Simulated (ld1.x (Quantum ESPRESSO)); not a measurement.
# Reading a pseudo-wave (V)

Columns: radius, all-electron u(r) and pseudo u(r) of the 4p shell (level -1.43 eV) of vanadium in the configuration [Ar] 3d3 4s2 4p0; PBEsol, scalar-relativistic, TM scheme, ld1.x (Quantum ESPRESSO) 7.5.

```csv
r (bohr),all-electron,pseudo
0.182,0.1051,0.0027
0.365,-0.0215,0.0110
0.548,-0.1463,0.0247
0.730,-0.1854,0.0436
0.912,-0.1568,0.0676
1.095,-0.0909,0.0966
1.277,-0.0107,0.1299
1.460,0.0715,0.1672
1.642,0.1483,0.2074
1.825,0.2176,0.2498
2.007,0.2777,0.2923
2.190,0.3294,0.3338
2.372,0.3726,0.3722
2.555,0.4081,0.4063
2.738,0.4363,0.4348
2.920,0.4579,0.4571
3.102,0.4735,0.4733
3.285,0.4840,0.4839
3.468,0.4897,0.4896
3.650,0.4912,0.4912
3.832,0.4893,0.4893
4.015,0.4843,0.4843
4.198,0.4767,0.4767
4.380,0.4670,0.4670
4.562,0.4557,0.4557
4.745,0.4431,0.4431
```

Task: How many radial nodes do the two functions have?

Result: The all-electron 4p function has n − l − 1 = 2; the pseudo-wave has 0, since the states of the same l below it are removed with the core.

Task: At about which radius was the pseudo-wave matched?

Result: 3.65 bohr. The columns agree to 0.0005 from 3.10 bohr on; several derivatives are matched, so the curves merge somewhat inside the radius.

Task: Is the pseudo-wave norm-conserving?

Result: Yes: the TM scheme keeps the norm inside the radius equal to the all-electron one, which fixes the energy derivative of the logarithmic derivative at the level.
